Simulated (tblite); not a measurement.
Compound: C₄H₅OPS.
Geometry (GFN2-xTB, Å), atoms numbered from 1 in this order:
```xyz
12
C4H5OPS angstrom
C     -2.130   -0.363    0.217
O     -1.247    0.700   -0.058
C      0.067    0.423   -0.096
C      1.010    1.369   -0.348
P      2.696    0.862   -0.356
C      2.313   -0.757   -0.007
S      0.660   -1.188    0.183
H     -2.082   -1.129   -0.564
H     -1.903   -0.826    1.183
H     -3.127    0.073    0.244
H      0.719    2.390   -0.532
H      3.024   -1.555    0.108
```

Method: GFN2-xTB as coded in tblite; computed harmonic values from a numerical Hessian at the method's own geometry, unscaled. This tight-binding method is rough: wavenumbers can miss measured ones by several per cent, in bad cases by 10 to 20. One conformer, not necessarily the lowest.

Harmonic wavenumbers (cm⁻¹): 79.7, 169.5, 207.8, 236.4, 308.6, 388.4, 482.9, 493.7, 534.3, 661.6, 672.7, 760.1, 806.9, 876.4, 970.0, 1009.7, 1120.5, 1135.1, 1136.4, 1188.2, 1210.0, 1402.9, 1459.4, 1468.8, 1506.0, 2933.6, 2949.4, 3037.0, 3106.9, 3126.1.

A = 4228, B = 1397, C = 1057 MHz; mass 131.980 u (most abundant isotopes); point group Cs, symmetry number 1.

Task: Zero-point energy?

Result: Half the sum of the wavenumbers: 17720 cm⁻¹ = 50.66 kcal/mol.

Task: Entropy at 298.15 K, 1 bar (ideal gas, RRHO, classical rotation)?

Result: Translation 40.57, rotation 28.33, vibration 16.36: S = 85.3 cal/(mol K).

Task: And Cp and H(298.15 K) − H(0)?

Result: Cp = 28.26 cal/(mol K), of which vibrations give 20.32 (their classical limit is 30 R = 59.6); H(298.15 K) − H(0) = 5.20 kcal/mol without the zero-point energy, 2.83 from vibrations.

Task: What must be added to the electronic energy to get the Gibbs energy at 298.15 K and 1 bar?

Result: ZPE + [H(298.15 K) − H(0)] − T·S = 50.66 + 5.20 − 25.42 = 30.44 kcal/mol.

Task: Which modes carry the vibrational entropy at 298.15 K?

Result: 79.7 cm⁻¹: 3.90; 169.5 cm⁻¹: 2.44; 207.8 cm⁻¹: 2.06; 236.4 cm⁻¹: 1.83; 308.6 cm⁻¹: 1.37; 388.4 cm⁻¹: 1.01 cal/(mol K); the other 24 give 3.75 together.

Task: Blend soft modes into free rotors: weight 1/[1 + (100 cm⁻¹/ν̃)⁴] for the oscillator and the rest for a rotor with moment μB/(μ + B), μ = h/(8π²ν), B = 10⁻⁴⁴ kg m². What vibrational entropy results?

Result: 15.78 cal/(mol K) in place of 16.36, which changes −T·S at 298.15 K by +0.17 kcal/mol.

Hindered rotation and anharmonicity are outside this model. Other conformers, if any are populated, would add a mixing term that is left out.
